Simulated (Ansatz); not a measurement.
Isolated molecules relaxed with PBE0-D4/def2-TZVP in Ansatz; ΔE leaves out vibrations. CBS: MP2 limit from def2 TZ/QZ plus the TZ coupled-cluster correction, frozen cores. This one scheme is used for every species. DFT in def2-TZVPP. For Ge outer-core shells are correlated without core-valence functions, which leaves a few kJ/mol of doubt a bond. Scalar relativity is left out up to krypton. Each species was taken in one conformer, which may not be the lowest.

`O[SiH](Cl)[GeH2][Cl]` → `[GeH2]` + `O[SiH](Cl)Cl`  (germylene formation by 1,1-elimination)

```csv
level,ΔE (kJ/mol)
r2SCANh-D4,162.3
ωB97M-V,137.4
PBE,147.4
MP2/def2-QZVPP,159.1
```

**Question.** What does CCSD(T)/CBS give? (Estimate.)

**Answer.** The calculation gave: +146.4 kJ/mol. The listed levels differ from it by 15.9, -9.0, 1.0, 12.7 kJ/mol.

Largest T1 diagnostic among the species: 0.012.

From BLYP to BHLYP (50 % exact exchange), in def2-TZVPP and without D4, ΔE moves by +18.0 kJ/mol. At CCSD(T), def2-SVP lies −9.2 kJ/mol from the extrapolated value and def2-TZVPP +3.4 kJ/mol. In def2-TZVPP, CCSD(T) changes the Hartree–Fock value by +35.0 kJ/mol (the triples alone add +5.9 kJ/mol) and MP2 by +46.7 kJ/mol.

CCSD(T)/CBS has its own doubt, a few kJ/mol and more with outer-core shells, so smaller differences from it don't rank the levels.
